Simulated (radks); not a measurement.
Results of a calculation; reference values are marked as such.
Charge is removed step by step from the 3p1/2 level of S3+, starting from [Ne] 3s2 3p(1/2: 1, 3/2: 0). Level of theory: Dirac Kohn-Sham, BLYP, spin-unpolarised, spherical densities, point nucleus (a radial shooting solver on a logarithmic mesh with Libxc functionals).

\begin{tabular}{lrrr}
removed (e) & E - E(0) (eV) & eigenvalue (eV) & E minus straight line (eV) \\ \hline
0 & 0.000 & -40.264 & 0.000 \\
0.25 & 10.471 & -43.512 & -1.242 \\
0.5 & 21.761 & -46.816 & -1.665 \\
0.75 & 33.884 & -50.174 & -1.255 \\
1 & 46.852 & -53.581 & 0.000 \\
\end{tabular}

Removing the whole electron costs 46.852 eV by Delta-SCF, against 40.264 eV from minus the eigenvalue at the starting occupation. Slater's transition state (half an electron removed) gives 46.816 eV. Integrating minus the eigenvalue over the occupation (Janak's theorem) gives 46.852 eV. The mean slope of the eigenvalue, de/dn, is 13.3 eV per electron. Ionisation energy of S3+ in the NIST Atomic Spectra Database: 47.22 eV (semi-empirical).

Beside tabulated values, note that spin-unpolarised runs miss the spin-polarisation part of the exchange energy of open shells.
